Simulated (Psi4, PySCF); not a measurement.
The Psi4 input:
```
memory 2 GB

molecule mol {
0 1
  F    -0.000000   -0.000000   -0.701582
  F     0.000000    0.000000    0.701582
}

set basis 6-31g*
set reference rhf
set freeze_core true
set mp2_type conv
set scf_type pk
set puream true
set d_convergence 1e-8

energy('mp2')
print_variables()
```

**Question.** Convert this to an input for PySCF.

**Answer.** One answer among several that fit: 
```python
from pyscf import gto, scf, mp

mol = gto.Mole()
mol.atom = '''
    F    -0.00000000   -0.00000000   -0.70158239
    F     0.00000000    0.00000000    0.70158239
'''
mol.basis = '6-31g*'
mol.verbose = 4
mol.build()

mf = scf.RHF(mol)
mf.kernel()

pt = mp.MP2(mf, frozen=2)
pt.kernel()
print('E(MP2) = %.10f' % pt.e_tot)
```

Both were run: Psi4 gave -199.029436 Eh and PySCF -199.029436 Eh, 0.000 mEh apart.
